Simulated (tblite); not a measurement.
C7H6F2O.
Atom-mapped SMILES: `[CH3:1][c:2]1[cH:3][c:4]([F:5])[c:6]([OH:7])[cH:8][c:9]1[F:10]` (hydrogens: H11, H12, H13 on C1; H14 on C3; H15 on O7; H16 on C8)

Geometry (GFN2-xTB, Å), atoms numbered from 1 in this order:
```xyz
16
C7H6F2O angstrom
C     -2.4748    0.1961    0.1085
C     -0.9858    0.0721    0.0272
C     -0.1369    0.9573    0.6771
C      1.2299    0.7998    0.5892
F      2.0528    1.6736    1.2313
C      1.8235   -0.2285   -0.1405
O      3.1639   -0.3769   -0.2267
C      0.9806   -1.1187   -0.7948
C     -0.3868   -0.9539   -0.6973
F     -1.1765   -1.8349   -1.3463
H     -2.8726   -0.5333    0.8143
H     -2.9266   -0.0031   -0.8609
H     -2.7603    1.1902    0.4404
H     -0.5339    1.7761    1.2558
H      3.5993    0.3213    0.2818
H      1.3967   -1.9283   -1.3703
```

Level: GFN2-xTB in tblite, geometry and Hessian alike; calculated harmonic values, unscaled, isolated species. This tight-binding method is rough: wavenumbers can miss measured ones by several per cent, in bad cases by 10 to 20. One conformer, not necessarily the lowest.

Harmonic wavenumbers (cm⁻¹): 35.1, 114.2, 174.8, 252.8, 271.5, 275.6, 325.2, 389.7, 403.0, 423.7, 470.6, 480.5, 571.4, 600.1, 647.0, 666.5, 759.1, 856.3, 862.7, 869.8, 1017.3, 1035.3, 1088.6, 1119.8, 1168.2, 1182.2, 1229.8, 1339.2, 1371.3, 1403.7, 1425.8, 1468.5, 1477.9, 1505.6, 1580.5, 1616.8, 3004.3, 3038.9, 3054.1, 3113.2, 3133.4, 3484.0.

A = 2303, B = 1048, C = 723.3 MHz; mass 144.039 u (most abundant isotopes); point group C1, symmetry number 1.

Q: Zero-point energy?

A: Half the sum of the wavenumbers: 24654 cm⁻¹ = 294.93 kJ/mol.

Q: Give the ideal-gas entropy at 298.15 K and 1 bar in the rigid-rotor, harmonic-oscillator model (classical rotation).

A: Translation 170.84, rotation 123.85, vibration 102.38: S = 397.1 J/(mol K).

Q: And Cp and H(298.15 K) − H(0)?

A: Cp = 152.96 J/(mol K), of which vibrations give 119.71 (their classical limit is 42 R = 349.2); H(298.15 K) − H(0) = 26.86 kJ/mol without the zero-point energy, 16.94 from vibrations.

Q: Which modes carry the vibrational entropy at 298.15 K?

A: 35.1 cm⁻¹: 23.09; 114.2 cm⁻¹: 13.37; 174.8 cm⁻¹: 9.97; 252.8 cm⁻¹: 7.16; 271.5 cm⁻¹: 6.64; 275.6 cm⁻¹: 6.53 J/(mol K); the other 36 give 35.62 together.

Q: What must be added to the electronic energy to get the Gibbs energy at 298.15 K and 1 bar?

A: ZPE + [H(298.15 K) − H(0)] − T·S = 294.93 + 26.86 − 118.39 = 203.40 kJ/mol.

Hindered rotation and anharmonicity are outside this model. Other conformers, if any are populated, would add a mixing term that is left out. The structure is chiral; the term R ln 2 for an equal mix with its mirror image is left out.
